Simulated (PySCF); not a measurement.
Compound: C₄H₉O₄P.
Bonds: C1–C2, C2–O3, O3–P4, P4–O5 (double), P4–O6, O6–C7, C7–C8, C8–O9, P4–O9. Hydrogens: H10, H11, H12 on C1; H13, H14 on C2; H15, H16 on C7; H17, H18 on C8.

A GFN2-xTB structure with every atom displaced at random (by about 0.01 Å) was refined with PySCF 2.14.0, PBE0-D3(BJ)/def2-SVP geometry optimisation, gas phase. Values at the start:

```csv
coordinate,start
C1–C2,1.545 Å
C1–H10,1.077 Å
C2–O3,1.438 Å
C2–H13,1.094 Å
O3–P4,1.579 Å
P4=O5,1.425 Å
P4–O6,1.638 Å
O6–C7,1.395 Å
C7–C8,1.555 Å
C7–H15,1.108 Å
C7–H16,1.077 Å
C2–O3–P4,115.2°
O3–P4–O5,118.0°
O3–P4–O6,105.2°
O3–P4–O9,101.8°
P4–O6–C7,112.9°
O5–P4–O6,116.4°
O6–P4–O9,94.5°
O6–C7–C8,106.8°
C2–O3–P4–O5,28°
O3–P4–O6–C7,-85°
P4–O6–C7–C8,-2°
O6–C7–C8–O9,-19°
```

How do these coordinates change at the PBE0-D3(BJ)/def2-SVP level?

```
 coordinate  PBE0-D3(BJ)/def2-SVP (Å or °)  change
      P4=O5                          1.471  +0.046
      C1–C2                          1.509  -0.036
      C7–C8                          1.529  -0.026
     C1–H10                          1.100  +0.023
      O6–C7                          1.418  +0.023
     C7–H16                          1.099  +0.022
      O3–P4                          1.600  +0.021
      P4–O6                          1.623  -0.015
     C2–H13                          1.100  +0.006
     C7–H15                          1.103  -0.005
      C2–O3                          1.433  -0.005
   C2–O3–P4                          120.6    +5.4
   O3–P4–O9                          105.2    +3.4
   O3–P4–O5                          114.7    -3.3
   O5–P4–O6                          119.2    +2.8
   O3–P4–O6                          102.7    -2.5
   O6–C7–C8                          105.4    -1.4
   O6–P4–O9                           95.9    +1.4
   P4–O6–C7                          111.8    -1.1
O3–P4–O6–C7                           -114     -29
C2–O3–P4–O5                             -1     -29
P4–O6–C7–C8                             24     +26
O6–C7–C8–O9                            -34     -15
```

The energy falls by 6.3 kcal/mol over 18 energy and gradient evaluations, the largest force component goes from 0.0636 to 2.5e-04 Eh/bohr, and the atoms move by 0.444 Å rms after alignment. The bond that changes most is P4=O5 (phosphoryl phosphorus to phosphoryl oxygen), which lengthens by 0.046 Å. Bonds longer at the end by more than 0.005 Å: 8 of 18; shorter: 4. Among the dihedrals that turn most is C2–O3–P4–O9, from 158° to 129°. Rotational constants go from 2547, 1142, 1054 to 2992, 969.6, 958.5 MHz.

The run used 175 basis functions and 119 SCF cycles in all. Time: 3.8 min wall; peak memory 0.72 GiB. Hardware: one thread, Arm Neoverse V2 (aarch64), no GPU, shared host with 48 logical CPUs at a one-minute load of 9.4.

PBE0-D3(BJ)/def2-SVP frequencies: not computed here. The numbers are those of one conformer.
